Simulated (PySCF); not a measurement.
# Correlation energy of Tc⁺ (technetium, charge +1)

Starting occupation: [Kr] 4d4 5s2, 4d5/2 with m_j = -1/2, +1/2, +3/2, +5/2. Calculation: PySCF 2.14, in x2c-TZVPall-2c with one added diffuse shell each of s, p, d type (9s10p8d1f, 86 functions); X2C-1e with screened-nucleus spin-orbit coupling, Gaussian nucleus. Frozen: [Ar] 3d10; 14 electrons correlated; the 6 highest virtual spinors left out.

MP2 pair energies summed by pair of shells (mhartree):

```tsv
pair	energy	share (%)
4d-4p	-102.56	31.4
4p-4p	-76.08	23.3
4d-5s	-32.29	9.9
4p-5s	-28.28	8.7
4d-4d	-28.02	8.6
4p-4s	-23.41	7.2
5s-5s	-20.25	6.2
4d-4s	-9.90	3.0
4s-4s	-4.24	1.3
4s-5s	-1.76	0.5
```

Total MP2 correlation energy: -326.78 mhartree.

The GHF reference relaxed away from the jj start to a determinant that is no pure jj level (⟨S²⟩ = 5.98, ⟨J²⟩ = 20.14); the energies belong to that determinant.

This basis was not built for core-valence correlation, so the inner-shell part is incomplete.
